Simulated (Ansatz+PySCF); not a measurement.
The numbers below are computed, except where a source is named.
# Several solutions for singlet H8

```
atom   x (Å)   y (Å)    z (Å)
   H  0.0000  0.0000   0.0000
   H  0.0000  0.0000   1.8000
   H  0.0000  0.0000   3.6000
   H  0.0000  0.0000   5.4000
   H  0.0000  0.0000   7.2000
   H  0.0000  0.0000   9.0000
   H  0.0000  0.0000  10.8000
   H  0.0000  0.0000  12.6000
```

Basis set: 6-31G* (spherical functions). Charge 0, multiplicity 1.

UHF was run from several starts with Ansatz (development build ahead of 0.2.0) and PySCF 2.14.0.

| run | program | start | converged | energy (hartree) | <S²> |
| --- | --- | --- | --- | --- | --- |
| A | PySCF | guess 1e, instabilities followed | yes | -4.04158 | 2.98 |
| B | PySCF | program defaults | yes | -3.80271 | 0.00 |
| C | Ansatz | search for the lowest state | yes | -4.04158 | 2.98 |
| D | PySCF | guess atom, instabilities followed | yes | -4.04158 | 2.98 |
| E | PySCF | guess minao, instabilities followed | yes | -4.04158 | 2.98 |
| F | Ansatz | stability test followed | yes | -4.04158 | 2.98 |
| G | PySCF | guess huckel, instabilities followed | yes | -4.04158 | 2.98 |
| H | Ansatz | atomic start, no search | yes | -3.80271 | 0.00 |

(1) Which runs reached the lowest solution of this kind, and what is wrong with the others?

Results:

(1) A, C, D, E, F, G reached the lowest solution found. Converged but too high: B by 6.50 eV, H by 6.50 eV. Convergence only shows a stationary point, and even a stable one can lie too high; stability tests and further starts are what find lower ones. Caution: the unrestricted determinant is a mixture of spin states. Caution: the determinant breaks the point group.
